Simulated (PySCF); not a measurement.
PySCF 2.14 output of an unrestricted r2SCAN calculation on a single atom or ion in dyall-av2z, with the non-relativistic Hamiltonian (point nucleus):

```
SCF conv_tol = 1e-09
number electrons alpha = 10  beta = 9
    J. W. Furness, A. D. Kaplan, J. Ning, J. P. Perdew, and J. Sun.,  J. Phys. Chem. Lett. 11, 8208-8215 (2020)
    J. W. Furness, A. D. Kaplan, J. Ning, J. P. Perdew, and J. Sun.,  J. Phys. Chem. Lett. 11, 9248-9248 (2020)
    J. W. Furness, A. D. Kaplan, J. Ning, J. P. Perdew, and J. Sun.,  J. Phys. Chem. Lett. 11, 8208-8215 (2020)
    J. W. Furness, A. D. Kaplan, J. Ning, J. P. Perdew, and J. Sun.,  J. Phys. Chem. Lett. 11, 9248-9248 (2020)
cycle= 1 E= -847.539706943591  delta_E= -0.0078  |g|= 0.0176  |ddm|= 0.0534
cycle= 2 E= -847.539748818304  delta_E= -4.19e-05  |g|= 0.00718  |ddm|= 0.00934
cycle= 3 E= -847.539755611915  delta_E= -6.79e-06  |g|= 0.00121  |ddm|= 0.00299
cycle= 4 E= -847.539755758735  delta_E= -1.47e-07  |g|= 5.58e-05  |ddm|= 0.000339
cycle= 5 E= -847.539755759396  delta_E= -6.61e-10  |g|= 4.42e-06  |ddm|= 2.49e-05
converged SCF energy = -847.539755759396  <S^2> = 0.7507618  2S+1 = 2.0007617
```

The run itself started from symmetry-adapted Hartree-Fock orbitals and held the occupation by maximum overlap, on a logarithmic radial grid, so the iterations belong to that start.

Q: Which element, charge and spin multiplicity is this?

A: Ti³⁺ (titanium, charge +3), multiplicity 2; the state was [Ar] 3d1, 2D determinant.
